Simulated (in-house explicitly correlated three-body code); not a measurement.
Computed with an exponentially correlated three-body code. Model: two electrons around a point charge, non-relativistic, variational in 260 exponentially correlated functions (energies converged to about 1e-7 hartree, or 1e-8 relative for large Z).

Command:
```bash
python run_hyl.py task.json out
```
Settings (lengths in bohr, energies in hartree):
```
Z                      5
screening              3
interaction_strength   1
functions              260
states_tried           1
```

Cost of the run: 4.3 s on 1 thread of Intel(R) Xeon(R) 6975P-C (Granite Rapids) (shared host).

**Ground state only, binding against the one-electron ion.**

Given: nuclear charge 5; Yukawa screening of all interactions 3 1/bohr.

Computed: one-electron threshold -2.65339769 hartree.

| term | energy (hartree) | binding (eV) |
| --- | --- | --- |
| 1 1S | -4.49620614 | 50.145 |

**Converged states only, values per electron or pair (inverse distances are <exp(-kr)/r>).**

| term | mean r (bohr) | mean r squared (bohr²) | mean inverse r (1/bohr) | mean r12 (bohr) | mean inverse r12 (1/bohr) | mean cosine | mean p1 dot p2 (bohr⁻²) | delta r1 (bohr⁻³) | delta r12 (bohr⁻³) |
| --- | --- | --- | --- | --- | --- | --- | --- | --- | --- |
| 1 1S | 0.43745 | 0.27724 | 1.966 | 0.65738 | 0.71665 | -0.018762 | 0.24573 | 22.671 | 1.6742 |
